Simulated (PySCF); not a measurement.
Vertical excitations of a molecule C₄H₇NO from TDDFT-PBE/def2-SVPD in PySCF 2.14.0, as energy in eV (oscillator strength): 5.99 (0.003), 6.26 (0.017), 6.41 (0.016), 6.72 (0.008), 7.37 (0.012), 7.55 (0.013), 7.56 (0.032), 7.64 (0.000), 7.72 (0.007), 7.88 (0.001). Lowest triplet (TDA): 5.93 eV. Geometry optimised at ωB97X-D3(BJ)/def2-SVP. One conformer was computed; it need not be the lowest.

Which structure fits?
(A) C/C=N/C(C)=O
(B) COCCC#N
(C) CC1=N[C@@H](C)O1
(D) NCC1=CCO1

B, COCCC#N
